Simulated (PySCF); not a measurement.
SMILES CCCC[OH2+] (C₄H₁₁O (cation, charge +1)), GFN2-xTB optimised geometry.

```
16

C      0.25    -1.37     0.00
C     -0.29     0.05     0.00
C      0.29     0.92     1.13
C     -0.14     0.40     2.48
O      0.33     1.27     3.59
H     -0.08    -1.89    -0.90
H     -0.10    -1.94     0.85
H      1.34    -1.37     0.00
H     -0.03     0.53    -0.95
H     -1.38     0.03     0.08
H      1.38     0.92     1.04
H     -0.08     1.94     0.99
H      0.29    -0.59     2.69
H     -1.22     0.35     2.58
H      1.31     1.32     3.58
H     -0.05     2.17     3.48
```

Density from PBE0/def2-TZVP in PySCF 2.14.0 at that geometry.

Minimum of the electron density along straight lines between bonded atoms, close to the bond critical point (lines longer than 1.1 times the sum of covalent radii, or with two minima, are not listed):

```
bond    length / Å  ρ at the minimum / e bohr⁻³  ∇²ρ there / e bohr⁻⁵  position (fraction from the first atom)
------  ----------  ---------------------------  --------------------  ---------------------------------------
C1–C2        1.523                        0.246                     ?                                     0.49
C2–C3        1.536                        0.238                     ?                                     0.48
C3–C4        1.514                        0.255                 -0.65                                     0.47
C4–O5        1.487                        0.197                     ?                                     0.34
C1–H6        1.086                        0.282                 -0.98                                     0.64
C1–H7        1.087                        0.280                 -0.96                                     0.64
C1–H8        1.087                        0.280                 -0.96                                     0.64
C2–H9        1.090                        0.283                 -0.98                                     0.65
C2–H10       1.090                        0.281                 -0.97                                     0.64
C3–H11       1.092                        0.279                 -0.96                                     0.64
C3–H12       1.093                        0.279                 -0.96                                     0.64
C4–H13       1.090                        0.292                 -1.07                                     0.66
C4–H14       1.091                        0.290                 -1.06                                     0.66
O5–H15       0.982                        0.335                 -2.41                                     0.82
O5–H16       0.982                        0.335                 -2.40                                     0.82
```

### Question
Fill in the missing entries.

### Answer

- C1–C2, ∇²ρ there / e bohr⁻⁵: -0.61
- C2–C3, ∇²ρ there / e bohr⁻⁵: -0.57
- C4–O5, ∇²ρ there / e bohr⁻⁵: -0.11
